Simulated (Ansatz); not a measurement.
One change: `[Cl][K]` becomes `[F][K]`.

Ansatz, PBE0-D4/def2-TZVP geometries, multiplicity 1. 

Scalar relativity is left out up to krypton.

| property | `[Cl][K]` |
| --- | --- |
| HOMO–LUMO gap (B3LYP/def2-TZVPP) / eV | 4.12 |
| size of the dipole moment (B3LYP/def2-TZVPP) / D | 10.06 |
| HOMO energy (ωB97M-V/def2-TZVPP) / eV | -8.25 |
| HOMO energy (PBE0/def2-TZVPP) / eV | -5.97 |
| HOMO energy (B3LYP/def2-TZVPP) / eV | -5.73 |
| LUMO energy (ωB97M-V/def2-TZVPP) / eV | -0.80 |

(1) What does the change do to each property? (Best estimate.)

Answers

(1) The calculation gave: 
| property | `[F][K]` | shift |
| --- | --- | --- |
| HOMO–LUMO gap (B3LYP/def2-TZVPP) / eV | 4.72 | 0.60 |
| size of the dipole moment (B3LYP/def2-TZVPP) / D | 8.48 | -1.58 |
| HOMO energy (ωB97M-V/def2-TZVPP) / eV | -8.85 | -0.60 |
| HOMO energy (PBE0/def2-TZVPP) / eV | -6.29 | -0.32 |
| HOMO energy (B3LYP/def2-TZVPP) / eV | -6.06 | -0.33 |
| LUMO energy (ωB97M-V/def2-TZVPP) / eV | -0.57 | 0.23 |

With PBE0 the HOMO falls by 0.32 eV and the LUMO rises by 0.27 eV, so the gap widens by about 0.59 eV. PBE moves the HOMO by 0.14 eV and ωB97M-V by -0.60 eV. Dipoles are sizes alone; their direction can turn.

B3LYP here is the variant with VWN-RPA as its local correlation; programs differ in this.
